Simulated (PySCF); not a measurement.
Computed IR spectrum (relative IR intensity) of a molecule C4H6ClF. Coordinates come from a PBE-D3(BJ)/def2-SVP optimisation. Other conformers were not sampled. Calculation: PBE-D3(BJ)/def2-SVP (PySCF). Frequencies are harmonic and unscaled.

Lines under 2 % of the strongest are left out, and lines within 2 cm⁻¹ are merged.

```tsv
ν (cm⁻¹)	relative intensity
85	2.6
404	15
482	14
714	45
726	20
752	19
847	4.6
867	13
904	21
958	27
982	37
1010	37
1017	5.1
1120	17
1132	3.4
1226	34
1298	100
1323	5.3
1367	11
1391	21
1444	31
3018	17
3067	7.8
3072	2.2
3090	6.1
```

Problem. Pick the molecule that these values belong to.
(A) FC1(CCl)CC1
(B) C[C@@]1(Cl)C[C@@H]1F
(C) F[C@H](Cl)C1CC1
(D) F[C@@H]1CC[C@H]1Cl

Solution. A, FC1(CCl)CC1
